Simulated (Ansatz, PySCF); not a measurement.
Process, species as SMILES: COC(C)=O + 5 [H][H] (H2) → 3 C (CH4) + 2 O (H2O)
Structures are relaxed separately at B3LYP-D3(BJ)/def2-TZVP in Ansatz (a first-principles code), one conformer each, not searched for the lowest.
Geometry of the first species:
```xyz
11

C     -1.8543     0.1696     0.1592
C     -0.4282    -0.1404    -0.2035
O     -0.0723    -0.8339    -1.1211
O      0.4291     0.4670     0.6430
C      1.8231     0.2390     0.3870
H     -2.5223    -0.3365    -0.5316
H     -2.0217     1.2467     0.1188
H     -2.0572    -0.1540     1.1808
H      2.0924     0.5983    -0.6055
H      2.3561     0.7951     1.1531
H      2.0542    -0.8236     0.4535
```
Charge 0, spin multiplicity 1.

Quantity: energy of full hydrogenation (electronic energy difference), in kcal/mol. Correlated levels leave the core frozen unless marked. No spin-orbit coupling. No relativistic terms. Basis-set limits of correlation are two-point, X^-3; Hartree-Fock from the larger set. The bracket is a focal-point correction in the basis named.

RI-MP2/CBS(aug-cc-pVTZ,aug-cc-pVQZ)+[CCSD(T)-MP2]/aug-cc-pVTZ (Ansatz) gives -91.6 kcal/mol.

Question: Another calculation gave -90.5 kcal/mol. Which level was it?
(A) revPBE/def2-TZVPD (Ansatz)
(B) CAM-B3LYP/def2-TZVPD (Ansatz)
(C) BHLYP/def2-TZVPD (Ansatz)
(D) TPSSh/def2-TZVPD (PySCF)

Answer: B, CAM-B3LYP/def2-TZVPD (Ansatz). The others give -94.9 (BHLYP), -85.3 (revPBE), -79.2 (TPSSh) kcal/mol.
